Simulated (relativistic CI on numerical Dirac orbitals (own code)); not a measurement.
What each ingredient does to the levels of In22+

Base calculation: Dirac-Coulomb-Breit CI, orbitals from a KLI potential per configuration, QED by a radiative potential, unscaled Slater integrals.

CI space (outside the closed core [Ne]): 3s²3p⁶3d⁹, 3s²3p⁵3d¹⁰, 3s3p⁶3d¹⁰, 3s²3p⁶3d⁸4s, 3s²3p⁶3d⁸4p, 3s²3p⁶3d⁸4d, 3s²3p⁶3d⁸4f, 3s²3p⁴3d¹⁰4s, 3s²3p⁵3d⁹4s, 3s²3p⁶3d⁷4s², 3s²3p⁴3d¹⁰4p, 3s²3p⁶3d⁷4s4p, 3s²3p⁵3d⁹4p, 3s²3p⁶3d⁸5s, 3s²3p⁶3d⁷4p², 3s²3p⁴3d¹⁰4d. Levels of other configurations are missing.

Variants: (1) P86 correlation estimate. Shifts of the energy above 3s²3p⁶3d⁹ ²D5/2, in eV, for the lowest level and the first level of each name with at least 55 % of one term (blank where a level changes its place among those of its configuration and J or its character, or is not in the variant):

```tsv
Level	Base	Δ(1)
3s²3p⁶3d⁹ ²D5/2	0.000	0.000
3s²3p⁶3d⁹ ²D3/2	8.012	0.000
3s²3p⁵3d¹⁰ ²P°3/2	217.873	+0.161
3s²3p⁵3d¹⁰ ²P°1/2	257.843	+0.162
3s3p⁶3d¹⁰ ²S1/2	380.304	+0.307
3s²3p⁶3d⁸4s ⁴F9/2	434.951	+1.743
3s²3p⁶3d⁸4s ²F7/2	436.605	+1.743
3s²3p⁶3d⁸4s ⁴F7/2	443.046	+1.743
3s²3p⁶3d⁸4s ⁴F5/2	443.272	+1.743
3s²3p⁶3d⁸4s ⁴P1/2	448.309	+1.744
3s²3p⁶3d⁸4s ⁴P3/2	450.538	+1.744
3s²3p⁶3d⁸4s ²P1/2	452.058	+1.744
3s²3p⁶3d⁸4s ²G9/2	452.453	+1.743
3s²3p⁶3d⁸4s ²G7/2	452.551	+1.743
```

At this charge energies of transitions that change n are usually good to better than 1 %, and those within a shell (Δn = 0) to a few per cent.

Ionisation energy from the two ground configurations alone: base 1109.01 eV; P86 correlation estimate 1111.02 eV. The NIST ASD value (theoretical) is 1109 eV.

LS names give the leading component of a level, which can be under half, so a name can repeat, a term be missing and a line seem to break the LS rules.
